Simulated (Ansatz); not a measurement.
Molecule: C3H2 (charge 0, singlet). SMILES: [C][C][CH2]
Coordinates optimised at B3LYP-D3(BJ)/def2-TZVP (Ansatz, a program for electronic structure):
```xyz
5

C     -0.0184    -0.0120    -1.1190
C      0.0033     0.0022     0.2011
H      0.8505     0.2726    -1.7068
H     -0.9061    -0.3089    -1.6717
C      0.0244     0.0159     1.4810
```

Atomisation energy built up term by term with Ansatz (kcal/mol; UHF references for open shells; valence terms freeze the core; atomic spin-orbit terms are left out). CBS marks a two-point X^-3 extrapolation of the correlation energy; Hartree-Fock from the larger set.

The Hartree-Fock reference is unstable (checked in the largest basis), which strains HF and MP2. 

```csv
term,basis,kcal/mol
Hartree-Fock,cc-pVQZ,351.30
CCSD correlation,"CBS(cc-pVTZ,cc-pVQZ)",132.92
(T),"CBS(cc-pVTZ,cc-pVQZ)",13.40
core correlation,cc-pwCVTZ,2.72
scalar relativity (X2C),cc-pVTZ-DK against cc-pVTZ,-0.34
sum: De,,500.0
```

(T) makes 2.7 % of the CCSD(T) atomisation energy; under 5 % is typical of single-reference molecules.
